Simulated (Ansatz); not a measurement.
```xyz
14

C    -0.026    1.360    1.297
C     1.321    1.089    0.660
O     1.228    0.300   -0.504
Sb    0.867   -1.636   -0.270
Si   -1.530   -1.526   -1.239
H    -0.486    0.435    1.662
H    -0.706    1.814    0.573
H     0.076    2.036    2.150
H     1.998    0.633    1.399
H     1.782    2.033    0.350
H     1.484   -2.002   -1.823
H    -2.462   -1.025   -0.194
H    -1.967   -2.891   -1.646
H    -1.579   -0.618   -2.413
```

Total charge 0; spin multiplicity 1. Sb: def2 effective core potential.

Q: List the PBE/def2-TZVPP orbital energies in eV (Ansatz). (Best estimate.)

A: Computed: Occupied: -1779.59, -510.03, -270.11, -268.72, -149.80, -137.36, -102.74, -102.65, -102.56, -94.10, -94.07, -94.07, -33.15, -33.05, -32.99, -32.93, -32.88, -24.63, -18.40, -15.42, -14.04, -12.76, -11.46, -10.93, -10.10, -9.17, -9.02, -8.63, -8.50, -7.86, -7.12, -6.34, -5.67. Lowest empty: -2.00, -1.05, -0.52, 0.17, 0.40, 0.86, 1.12, 1.72.
